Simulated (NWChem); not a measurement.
Molecule: C₂H₁₀OSi₂; SMILES C[SiH](C)[SiH2]O

```xyz
15

C      1.3183     2.0842    -0.1126
Si    -0.0151     0.8444     0.3857
C     -1.6998     1.3214    -0.3187
Si     0.5255    -1.3410    -0.3024
O     -0.6614    -2.4224     0.1916
H      1.4331     2.1202    -1.2074
H      1.0557     3.0964     0.2339
H      2.2937     1.8194     0.3235
H     -0.1178     0.8167     1.8862
H     -1.6600     1.3876    -1.4173
H     -2.4580     0.5678    -0.0551
H     -2.0334     2.2958     0.0717
H      1.8805    -1.7390     0.2120
H      0.5611    -1.4484    -1.7918
H     -0.8538    -2.4224     1.1337
```
Atoms are numbered in this order, from 1.

All runs: NWChem. Pople sets run with spherical d functions. STO-3G and 3-21G are far too small for this property and stand as cheap habits. All runs use the structure optimised with PBE0/def2-SVP. Field at 589 nm.

**Question.** Among these, which level gives the lowest value of “anisotropy (bohr³)”?
A. B3LYP/aug-cc-pVDZ
B. B3LYP/STO-3G
C. B3LYP/6-31G*
D. B3LYP/def2-SVPD

**Answer.** B, B3LYP/STO-3G. Values: B3LYP/STO-3G 10.8; B3LYP/6-31G* 16.2; B3LYP/def2-SVPD 17.9; B3LYP/aug-cc-pVDZ 18.6
